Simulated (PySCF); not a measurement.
SiOBr, SMILES O=[Si]Br, multiplicity 2. Geometry: TPSSh-D3(BJ)/def2-TZVP.

Level of theory: TPSSh-D3(BJ)/def2-TZVP in PySCF 2.14.0.

Harmonic wavenumbers (cm⁻¹): 199, 395, 1169. Rotational constants (GHz): 46.01, 2.479, 2.353; symmetry number 1.

**Question.** Work out the zero-point energy and the ideal-gas rigid-rotor harmonic-oscillator thermochemistry at 298.15 K and 1 atm.

**Answer.** ZPE = ½ Σ hcν = ½ × 1763 cm⁻¹ = 2.52 kcal/mol. H − E(el) = 5.45 kcal/mol. Entropy in cal/(mol K): translation 40.36, rotation 24.60, vibration 3.17, spin 1.38, total 69.50. G − E(el) = -15.27 kcal/mol. Cp = 11.50 cal/(mol K).
